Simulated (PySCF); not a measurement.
**Radial density of Sn²⁺ (tin, charge +2)**

UHF, [Kr] 4d10 5s2, closed-shell 1S. All numbers are calculated (PySCF 2.14, a scalar-relativistic core potential, in aug-cc-pVDZ-PP with ECP28MDF (5s4p3d, 32 functions)). This is the valence pseudo-density: the core potential removes the inner electrons and smooths the orbitals near the nucleus.

| r (bohr) | 4πr²ρ (e/bohr) |
| --- | --- |
| 0.00821 | 2.326e-05 |
| 0.0138 | 6.215e-05 |
| 0.0232 | 0.0001508 |
| 0.0391 | 0.0002981 |
| 0.0657 | 0.0005982 |
| 0.111 | 0.003985 |
| 0.186 | 0.05256 |
| 0.313 | 0.9349 |
| 0.526 | 11.35 |
| 0.885 | 21.98 |
| 1.49 | 6.373 |
| 2.50 | 1.185 |
| 4.21 | 0.07708 |
| 7.08 | 0.0002025 |

Energies and moments cover only the electrons outside the core potential.
